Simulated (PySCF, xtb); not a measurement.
H6HfO4Sn, SMILES [OH][Hf]([OH])([OH])[O][SnH3], multiplicity 1.

GFN2-xTB run with xtb at its own geometry gives an orbital gap of 5.08 eV and a dipole moment of 2.51 D.

Geometry: B3LYP-D3(BJ)/def2-SVP. The spin state was assumed, not searched. The def2 effective core potentials stand for the cores of Hf, Sn; spin–orbit coupling is left out. The values are those of a single conformer.

### Question
What does PySCF with PBE0/def2-TZVP give? (The exact figures need the calculation; the answer reports its results.)

### Answer
gap 7.58 eV (levels -8.05 and -0.47 eV), dipole 0.30 D.
